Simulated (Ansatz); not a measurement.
Two isomers of ClFH4OSi2: A = `O[SiH](Cl)[SiH2]F`, B = `O[SiH](F)[SiH2]Cl`.

Computed with Ansatz on PBE0-D4/def2-TZVP structures; ΔE is electronic, products minus reactants. CCSD(T)/CBS is the MP2 limit (def2-TZVPP, def2-QZVPP) plus CCSD(T) − MP2 in def2-TZVPP, frozen cores. Functionals use def2-TZVPP. One conformer a species, not always the lowest.

A:

```xyz
9

O    -1.066   -0.662    1.621
Si   -1.010    0.097    0.171
Cl   -1.934   -1.027   -1.292
Si    1.208    0.434   -0.539
F     1.981   -0.960   -0.316
H    -0.584   -1.486    1.718
H    -1.789    1.343    0.339
H     1.295    0.794   -1.976
H     1.900    1.468    0.275
```

B:

```xyz
9

O    -1.461   -0.977    0.924
Si    0.053   -0.382    1.040
F     0.113    0.852    2.055
Si    0.691    0.430   -1.073
Cl   -1.076    1.138   -1.898
H    -2.076   -0.513    0.350
H     0.890   -1.460    1.610
H     1.662    1.551   -1.039
H     1.204   -0.639   -1.967
```

(1) Which isomer does CCSD(T)/CBS put lower? Give the gap. (Estimate.)

(2) Give E(B) − E(A) in kcal/mol with HF/def2-TZVPP, CCSD(T)/def2-TZVPP, PBE0-D4, CCSD(T)/def2-SVP, ωB97M-V, PBE-D4, BLYP-D4. (An estimate is asked.)

(3) Does the order hold for the free energy at 298.15 K (harmonic terms from PBE0-D4)? (Best estimate.)

Largest T1 diagnostic: 0.012.

## Answers

(1) Ansatz gave: B, by 3.7 kcal/mol.

(2) The calculation gave: HF/def2-TZVPP -3.1, CCSD(T)/def2-TZVPP -3.7, PBE0-D4 -3.7, CCSD(T)/def2-SVP -4.0, ωB97M-V -3.7, PBE-D4 -3.6, BLYP-D4 -3.3. None reverses the order clearly.

(3) Computed: Yes: G(B) − G(A) = -3.2 kcal/mol, for one conformer each. Modes under 60 cm⁻¹, often nearly free rotors, make the harmonic entropy too high.

Leaving LDA and LC-ωPBE aside and taking each functional with its dispersion term where it has one, the values, not all of them listed here, spread over 0.5 kcal/mol, from r2SCAN0-D4 to BLYP-D4. LDA lies −0.8 kcal/mol from PBE without D4.
